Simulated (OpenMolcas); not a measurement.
**neutral scandium: the spin-orbit constant, thermal populations, worked from levels**

```yaml
Program: OpenMolcas
Basis: ANO-RCC-VQZP [7s6p4d3f2g1h]
Scalar_Hamiltonian: DKH2, point nucleus
Active_space: 3 electrons in 6 orbitals (3d 4s)
State_averaging: 2S+1 = 4 even, 17 roots (10 in the spin-orbit step); 2S+1 = 2 even, 30 roots (29 in the spin-orbit step)
Spin-orbit_coupling: state interaction with AMFI integrals over the reference wave functions, term energies averaged over their components
```

Methods: CASSCF; MS-CASPT2, IPEA 0.25 Eh, imaginary shift 0.1 Eh (closed shells correlated: 3s 3p). Measured levels: NIST Handbook of Basic Atomic Spectroscopic Data.

**The spin-orbit constant.** For the Hund term 2D of d1, E(J) = (A/2) J(J+1) + constant and ζ = 2S·A = A. From J = 3/2 to J = 5/2 the energy changes by 2.5 A.

```tsv
Source	E(5/2) - E(3/2)	A	ζ
CASSCF	128.3	51.3	51
MS-CASPT2	134.5	53.8	54
measured	168.3	67.3	67
```

All in cm-1. MS-CASPT2 is off by -20.1 % and CASSCF by -23.8 %. Both methods take the spin-orbit matrix elements from the reference wave functions, so the second can move ζ only through the term energies and any multistate remixing.

**Thermal populations.** Z = Σ (2J + 1) exp(-E/kT) with k = 0.695035 cm-1/K, over the levels below. No other level of either list lies under 11400 cm-1, which is above 7 kT at each temperature.

```
        Level  2J + 1  MS-CASPT2  measured
3d 4s2 2D 3/2       4        0.0       0.0
3d 4s2 2D 5/2       6        135       168
3d2 4s 4F 3/2       4       7740     11520
3d2 4s 4F 5/2       6       7780     11558
3d2 4s 4F 7/2       8       7830     11610
3d2 4s 4F 9/2      10       7890     11677
```

```csv
T (K),"Z, MS-CASPT2","Z, measured levels","Ground level (%), MS-CASPT2","Ground level (%), measured levels"
300,7.140,6.681,56.0,59.9
1000,8.941,8.712,44.7,45.9
2000,9.545,9.324,41.9,42.9
```

At 2000 K, kT = 1390 cm-1, and the computed levels give Z = 4.000 + 5.445 + 0.015 + 0.022 + 0.029 + 0.034 = 9.545.

CASPT2 does not keep the components of a term degenerate, so their means are used; among the terms shown or strongly mixed into the levels shown the widest spread is 1500 cm-1 (3d2 4s 4F, MS-CASPT2). Some high roots are left out of the spin-orbit mixing, which shifts the levels that they would mix with. A single d shell beside an s shell can misplace configurations of different d count against each other. Without dynamic correlation excited terms often stand tens of per cent too high (terms of higher spin than the ground term too low), and those without a measured partner can miss by more than the paired ones (holds for CASSCF). Measured partners are found by configuration, term and J. A level has none where our copy of the source lacks it or the pairing is in doubt (some pairs that miss far off the trend of their configuration count as doubtful), and it then counts in no deviation. Only configurations of the active space appear.
